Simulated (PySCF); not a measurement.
C₃H₄N₃, charge +1, singlet, at a GFN2-xTB geometry, with bond 9-4 at 2.4 times its length; CASSCF(2,4)/STO-3G run with PySCF.

The PySCF input:
```python
from pyscf import gto, scf, mcscf
import numpy

mol = gto.Mole()
mol.atom = '''
    C     1.341790   -0.001140    0.042767
    N     0.714809   -1.171235    0.020981
    C    -0.585571   -1.156548   -0.020445
    N    -1.278103    0.001086   -0.040737
    C    -0.583721    1.157542   -0.016824
    N     0.716681    1.170019    0.024644
    H     2.425614   -0.002060    0.077311
    H    -1.119437   -2.100872   -0.038915
    H    -3.727763    0.003167   -0.118814
    H    -1.116076    2.102771   -0.032337
'''
mol.basis = 'sto-3g'
mol.charge = 1
mol.spin = 0
mol.verbose = 4
mol.build()

mf = scf.RHF(mol)
mf.kernel()
mc = mcscf.CASSCF(mf, 4, 2)
mc.fix_spin_(ss=0.0)
mc.kernel()
occ = numpy.linalg.eigvalsh(mc.fcisolver.make_rdm1(mc.ci, mc.ncas, mc.nelecas))[::-1]
ss = mc.fcisolver.spin_square(mc.ci, mc.ncas, mc.nelecas)[0]
print('natural occupations', occ.round(4), ' <S^2>', round(ss, 4))
```

Question: Write the output that PySCF gives for this input, abridged.

Answer: 
```
PySCF version 2.14.0

[INPUT] verbose = 4
[INPUT] num. atoms = 10
[INPUT] num. electrons = 42
[INPUT] charge = 1
[INPUT] spin (= nelec alpha-beta = 2S) = 0
[INPUT] symmetry False subgroup None
[INPUT] Mole.unit = angstrom
[INPUT] Symbol           X                Y                Z      unit          X                Y                Z       unit  Magmom
[INPUT]  1 C      1.341790000000  -0.001140000000   0.042767000000 AA    2.535615616680  -0.002154287782   0.080817917169 Bohr   0.0
[INPUT]  2 N      0.714809000000  -1.171235000000   0.020981000000 AA    1.350793241374  -2.213313377505   0.039648343819 Bohr   0.0
[INPUT]  3 C     -0.585571000000  -1.156548000000  -0.020445000000 AA   -1.106568816488  -2.185558969913  -0.038635450617 Bohr   0.0
[INPUT]  4 N     -1.278103000000   0.001086000000  -0.040737000000 AA   -2.415264628985   0.002052242571  -0.076981773136 Bohr   0.0
[INPUT]  5 C     -0.583721000000   1.157542000000  -0.016824000000 AA   -1.103072823157   2.187437357681  -0.031792752320 Bohr   0.0
[INPUT]  6 N      0.716681000000   1.170019000000   0.024644000000 AA    1.354330808679   2.211015470537   0.046570410614 Bohr   0.0
[INPUT]  7 H      2.425614000000  -0.002060000000   0.077311000000 AA    4.583746143911  -0.003892835817   0.146096616416 Bohr   0.0
[INPUT]  8 H     -1.119437000000  -2.100872000000  -0.038915000000 AA   -2.115429343705  -3.970072702767  -0.073538692137 Bohr   0.0
[INPUT]  9 H     -3.727763000000   0.003167000000  -0.118814000000 AA   -7.044451127287   0.005984762636  -0.224525919764 Bohr   0.0
[INPUT] 10 H     -1.116076000000   2.102771000000  -0.032337000000 AA   -2.109077974200   3.973661292678  -0.061108073690 Bohr   0.0

nuclear repulsion = 219.144054988015
number of shells = 22
number of NR pGTOs = 102
number of NR cGTOs = 34
basis = sto-3g
ecp = {}

******** <class 'pyscf.scf.hf.RHF'> ********
method = RHF
initial guess = minao
damping factor = 0
level_shift factor = 0
DIIS = <class 'pyscf.scf.diis.CDIIS'>
diis_start_cycle = 1
diis_space = 8
diis_damp = 0
SCF conv_tol = 1e-09
SCF conv_tol_grad = None
SCF max_cycles = 50
direct_scf = True
direct_scf_tol = 1e-13
Set gradient conv threshold to 3.16228e-05
Initial guess from minao.
init E= -277.441286630876
  HOMO = -0.211955306078913  LUMO = -0.098642536971014  gap/eV = 3.08340
cycle= 1 E= -275.086224282951  delta_E= 2.36  |g|= 0.575  |ddm|= 4.66
  HOMO = -0.441975588257475  LUMO = -0.330988208195557  gap/eV = 3.02012
cycle= 2 E= -275.18892462079  delta_E= -0.103  |g|= 0.283  |ddm|= 1.17
  HOMO = -0.53836337272883  LUMO = -0.284667534391993  gap/eV = 6.90342
cycle= 3 E= -275.213601444117  delta_E= -0.0247  |g|= 0.047  |ddm|= 0.446
  HOMO = -0.527352067388684  LUMO = -0.292868889254397  gap/eV = 6.38061
cycle= 4 E= -275.215195974409  delta_E= -0.00159  |g|= 0.0329  |ddm|= 0.155
  HOMO = -0.532543565895278  LUMO = -0.288895877671003  gap/eV = 6.62999
cycle= 5 E= -275.215682900517  delta_E= -0.000487  |g|= 0.0123  |ddm|= 0.0569
  HOMO = -0.537937189069335  LUMO = -0.285737305008898  gap/eV = 6.86271
cycle= 6 E= -275.215795027343  delta_E= -0.000112  |g|= 0.00502  |ddm|= 0.0316
  HOMO = -0.538258027287466  LUMO = -0.287061456409348  gap/eV = 6.83541
cycle= 7 E= -275.215822361768  delta_E= -2.73e-05  |g|= 0.0014  |ddm|= 0.02
  HOMO = -0.538197221680161  LUMO = -0.287414000492329  gap/eV = 6.82416
cycle= 8 E= -275.215824089004  delta_E= -1.73e-06  |g|= 0.000577  |ddm|= 0.0038
  HOMO = -0.538259588716936  LUMO = -0.287512228782488  gap/eV = 6.82318
cycle= 9 E= -275.215824525924  delta_E= -4.37e-07  |g|= 0.000126  |ddm|= 0.00248
  HOMO = -0.538235755860086  LUMO = -0.287561791567145  gap/eV = 6.82119
cycle= 10 E= -275.215824546076  delta_E= -2.02e-08  |g|= 4.41e-05  |ddm|= 0.000508
  HOMO = -0.538234271229388  LUMO = -0.287578329716823  gap/eV = 6.82070
cycle= 11 E= -275.21582454757  delta_E= -1.49e-09  |g|= 6.78e-06  |ddm|= 0.000153
  HOMO = -0.538234951218874  LUMO = -0.287576739622006  gap/eV = 6.82076
cycle= 12 E= -275.215824547592  delta_E= -2.19e-11  |g|= 1.25e-06  |ddm|= 1.52e-05
  HOMO = -0.538234416090714  LUMO = -0.287576880249594  gap/eV = 6.82074
Extra cycle  E= -275.215824547592  delta_E= -2.27e-13  |g|= 4.19e-07  |ddm|= 2.52e-06
converged SCF energy = -275.215824547592

******** <class 'pyscf.mcscf.mc1step.CASSCF'> ********
CAS (1e+1e, 4o), ncore = 20, nvir = 10
max_cycle_macro = 50
max_cycle_micro = 4
conv_tol = 1e-07
conv_tol_grad = None
orbital rotation max_stepsize = 0.02
orbital rotation threshold for CI restart = 0.01
augmented hessian ah_max_cycle = 30
augmented hessian ah_conv_tol = 1e-12
augmented hessian ah_linear dependence = 1e-14
augmented hessian ah_level shift = 1e-08
augmented hessian ah_start_tol = 2.5
augmented hessian ah_start_cycle = 3
augmented hessian ah_grad_trust_region = 3
kf_trust_region = 3
kf_interval = 4
ci_response_space = 4
ci_grad_trust_region = 3
with_dep4 0
natorb = False
canonicalization = True
sorting_mo_energy = False
ao2mo_level = 2
internal_rotation = False
******** <class 'pyscf.fci.addons.SpinPenaltyFCISolver'> ********
max. cycles = 50
conv_tol = 1e-08
davidson only = True
linear dependence = 1e-12
level shift = 0.001
max iter space = 12
nroots = 1
pspace_size = 400
spin = None
CASCI E = -275.216169175195  S^2 = 0.0000000
Set conv_tol_grad to 0.000316228
macro iter   1 ( 21 JK    4 micro), CASSCF E = -275.216725577087  dE = -5.56401893e-04  S^2 = 0.0000000
               |grad[o]|=0.00083  |grad[c]|=0.00553  |ddm|=0.000936  |maxRot[o]|=0.308
macro iter   2 ( 21 JK    4 micro), CASSCF E = -275.218128075880  dE = -1.40249879e-03  S^2 = 0.0000000
               |grad[o]|=0.00266  |grad[c]|=0.0521  |ddm|=0.00673  |maxRot[o]|=0.203
macro iter   3 ( 21 JK    4 micro), CASSCF E = -275.218465137433  dE = -3.37061553e-04  S^2 = 0.0000000
               |grad[o]|=0.00517  |grad[c]|=0.0296  |ddm|=0.00234  |maxRot[o]|=0.272
macro iter   4 ( 21 JK    4 micro), CASSCF E = -275.219878280069  dE = -1.41314264e-03  S^2 = 0.0000000
               |grad[o]|=0.00487  |grad[c]|=0.019  |ddm|=0.00432  |maxRot[o]|=0.173
macro iter   5 ( 21 JK    4 micro), CASSCF E = -275.224115831629  dE = -4.23755156e-03  S^2 = 0.0000000
               |grad[o]|=0.00528  |grad[c]|=0.0886  |ddm|=0.0555  |maxRot[o]|=0.183
macro iter   6 ( 21 JK    4 micro), CASSCF E = -275.226643343082  dE = -2.52751145e-03  S^2 = 0.0000000
               |grad[o]|=0.00942  |grad[c]|=0.0136  |ddm|=0.00705  |maxRot[o]|=0.156
macro iter   7 ( 21 JK    4 micro), CASSCF E = -275.226911826737  dE = -2.68483655e-04  S^2 = 0.0000000
               |grad[o]|=0.00511  |grad[c]|=0.00248  |ddm|=0.00209  |maxRot[o]|=0.285
macro iter   8 ( 21 JK    4 micro), CASSCF E = -275.227263993149  dE = -3.52166412e-04  S^2 = 0.0000000
               |grad[o]|=0.00336  |grad[c]|=0.00293  |ddm|=0.00122  |maxRot[o]|=0.301
macro iter   9 ( 20 JK    4 micro), CASSCF E = -275.227584394248  dE = -3.20401099e-04  S^2 = 0.0000000
               |grad[o]|=0.0022  |grad[c]|=0.00491  |ddm|=0.00154  |maxRot[o]|=0.252
macro iter  10 ( 21 JK    4 micro), CASSCF E = -275.227909520971  dE = -3.25126723e-04  S^2 = 0.0000000
               |grad[o]|=0.00194  |grad[c]|=0.0106  |ddm|=0.00273  |maxRot[o]|=0.139
macro iter  11 ( 21 JK    4 micro), CASSCF E = -275.227917119187  dE = -7.59821540e-06  S^2 = 0.0000000
               |grad[o]|=0.00213  |grad[c]|=0.0168  |ddm|=0.00502  |maxRot[o]|=0.0399
macro iter  12 ( 21 JK    4 micro), CASSCF E = -275.227912406830  dE =  4.71235705e-06  S^2 = 0.0000000
               |grad[o]|=0.00265  |grad[c]|=0.0163  |ddm|=0.00466  |maxRot[o]|=0.0218
macro iter  13 ( 21 JK    4 micro), CASSCF E = -275.228378743783  dE = -4.66336953e-04  S^2 = 0.0000000
               |grad[o]|=0.00274  |grad[c]|=0.00641  |ddm|=0.00315  |maxRot[o]|=0.0715
macro iter  14 ( 21 JK    4 micro), CASSCF E = -275.229151346673  dE = -7.72602891e-04  S^2 = 0.0000000
               |grad[o]|=0.00295  |grad[c]|=0.00741  |ddm|=0.00205  |maxRot[o]|=0.0879
macro iter  15 ( 12 JK    3 micro), CASSCF E = -275.230292090751  dE = -1.14074408e-03  S^2 = 0.0000000
               |grad[o]|=0.00368  |grad[c]|=0.015  |ddm|=0.0089  |maxRot[o]|=0.104
macro iter  16 ( 12 JK    3 micro), CASSCF E = -275.231880364459  dE = -1.58827371e-03  S^2 = 0.0000000
               |grad[o]|=0.00468  |grad[c]|=0.018  |ddm|=0.0114  |maxRot[o]|=0.108
macro iter  17 ( 20 JK    4 micro), CASSCF E = -275.233954808400  dE = -2.07444394e-03  S^2 = 0.0000000
               |grad[o]|=0.00573  |grad[c]|=0.0115  |ddm|=0.00463  |maxRot[o]|=0.115
macro iter  18 ( 11 JK    3 micro), CASSCF E = -275.236161418406  dE = -2.20661001e-03  S^2 = 0.0000000
               |grad[o]|=0.00706  |grad[c]|=0.0177  |ddm|=0.011  |maxRot[o]|=0.111
macro iter  19 ( 20 JK    4 micro), CASSCF E = -275.238612812560  dE = -2.45139415e-03  S^2 = 0.0000000
               |grad[o]|=0.00748  |grad[c]|=0.00781  |ddm|=0.00792  |maxRot[o]|=0.146
macro iter  20 ( 20 JK    4 micro), CASSCF E = -275.239530684638  dE = -9.17872078e-04  S^2 = 0.0000000
               |grad[o]|=0.00669  |grad[c]|=0.00953  |ddm|=0.0129  |maxRot[o]|=0.149
macro iter  21 ( 19 JK    4 micro), CASSCF E = -275.239932996282  dE = -4.02311645e-04  S^2 = 0.0000000
               |grad[o]|=0.00493  |grad[c]|=0.00762  |ddm|=0.0134  |maxRot[o]|= 0.12
macro iter  22 ( 21 JK    4 micro), CASSCF E = -275.240326723082  dE = -3.93726800e-04  S^2 = 0.0000000
               |grad[o]|=0.00379  |grad[c]|=0.00338  |ddm|=0.00883  |maxRot[o]|=0.164
macro iter  23 ( 21 JK    4 micro), CASSCF E = -275.240517801927  dE = -1.91078846e-04  S^2 = 0.0000000
               |grad[o]|=0.00282  |grad[c]|=0.00151  |ddm|=0.0046  |maxRot[o]|=0.299
macro iter  24 ( 12 JK    4 micro), CASSCF E = -275.240624340725  dE = -1.06538798e-04  S^2 = 0.0000000
               |grad[o]|=0.00268  |grad[c]|=0.00241  |ddm|=0.0183  |maxRot[o]|=0.0548
macro iter  25 ( 11 JK    4 micro), CASSCF E = -275.240666470650  dE = -4.21299245e-05  S^2 = 0.0000000
               |grad[o]|=0.00135  |grad[c]|=0.00131  |ddm|=0.0119  |maxRot[o]|=0.0463
macro iter  26 ( 15 JK    4 micro), CASSCF E = -275.240676451315  dE = -9.98066548e-06  S^2 = 0.0000000
               |grad[o]|=0.000789  |grad[c]|=0.000568  |ddm|=0.00581  |maxRot[o]|= 0.04
macro iter  27 ( 13 JK    4 micro), CASSCF E = -275.240677490723  dE = -1.03940818e-06  S^2 = 0.0000000
               |grad[o]|=0.000377  |grad[c]|=0.000177  |ddm|=0.0019  |maxRot[o]|=0.00874
macro iter  28 (  3 JK    1 micro), CASSCF E = -275.240677540064  dE = -4.93411676e-08  S^2 = 0.0000000
               |grad[o]|=0.00013  |grad[c]|=0.000101  |ddm|=0.00023  |maxRot[o]|=0.000903
1-step CASSCF converged in  28 macro (503 JK 106 micro) steps
CASSCF canonicalization
Density matrix diagonal elements [1.94106357 0.00846647 0.00890682 0.04156314]
CASSCF energy = -275.240677540064
CASCI E = -275.240677540064  E(CI) = -1.72466066586804  S^2 = 0.0000000
natural occupations [1.9424e+00 4.9900e-02 7.3000e-03 4.0000e-04]  <S^2> 0.0
```
